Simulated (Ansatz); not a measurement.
`CNBB(O)S` + `CCC` → `CB(O)S` + `CCBNC`  (formal exchange of groups at a B–B bond)

Computed with Ansatz on PBE0-D4/def2-TZVP structures; ΔE is electronic, products minus reactants. CCSD(T)/CBS adds triple-zeta CCSD(T) − MP2 to the extrapolated MP2 energy (def2 sets, frozen cores). Functionals use def2-TZVPP. B3LYP here is the variant with VWN-RPA as its local correlation; programs differ in this. Each species was taken in one conformer, which may not be the lowest.

```
             level  ΔE (kJ/mol)
           PBE0-D4        -60.6
          B3LYP-D4        -60.0
            r2SCAN        -64.0
             B3LYP        -59.5
    MP2/def2-TZVPP        -64.0
SCS-MP2/def2-TZVPP        -60.3
CCSD(T)/def2-TZVPP        -59.4
      HF/CBS(def2)        -64.9
```

(1) What does CCSD(T)/CBS give? (Best estimate.)

Largest T1 diagnostic among the species: 0.014.

Answers

(1) Computed: -61.0 kJ/mol. The listed levels differ from it by 0.4, 1.0, -3.0, 1.5, -3.0, 0.7, 1.6, -3.9 kJ/mol.

From PBE to PBE0 (25 % exact exchange), in def2-TZVPP and without D4, ΔE moves by −4.3 kJ/mol.
